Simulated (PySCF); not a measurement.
## Potassium: a sound run and one with changed settings

Sound run: K⁺ [Ar], K²⁺ [Ne] 3s2 3p5. Calculation: PySCF 2.14, in def2-SVP (5s3p2d, 24 functions); the non-relativistic Hamiltonian (point nucleus). In the sound run the correlated levels freeze [Ne] 3s2. The sound run starts from symmetry-adapted Hartree-Fock orbitals and uses a fine grid where one is needed.

Changed run: scalar relativity by spin-free X2C-1e. This setting is unsound on purpose.

```tsv
species	method	sound run (hartree)	changed run (hartree)	converged
K⁺	UHF	-598.93116	-600.92692	yes
K⁺	BP86	-599.71945	-601.71506	yes
K⁺	MN15	-599.58359	-601.57904	yes
K⁺	MP2	-598.97091	-600.96654	yes
K⁺	CCSD(T)	-598.97565	-600.97124	yes
K²⁺	UHF	-597.76878	-599.75941	yes
K²⁺	BP86	-598.50892	-600.49941	yes
K²⁺	MN15	-598.36247	-600.35283	yes
K²⁺	MP2	-597.79284	-599.78340	yes
K²⁺	CCSD(T)	-597.79635	-599.78688	yes
```

Ionisation energy of K⁺:

| method | sound run (eV) | changed run (eV) |
| --- | --- | --- |
| UHF | 31.630 | 31.770 |
| BP86 | 32.940 | 33.079 |
| MN15 | 33.228 | 33.367 |
| MP2 | 32.057 | 32.195 |
| SCS-MP2 | 32.028 | 32.166 |
| CCSD | 32.090 | 32.227 |
| CCSD(T) | 32.090 | 32.228 |

Most of the change in total energy is the relativistic energy itself. On top of that the contraction fixes the core shape for the Hamiltonian it was made with, so the changed run is not a good calculation with the other Hamiltonian either.

For comparison, NIST gives 31.625 eV between the lowest levels.
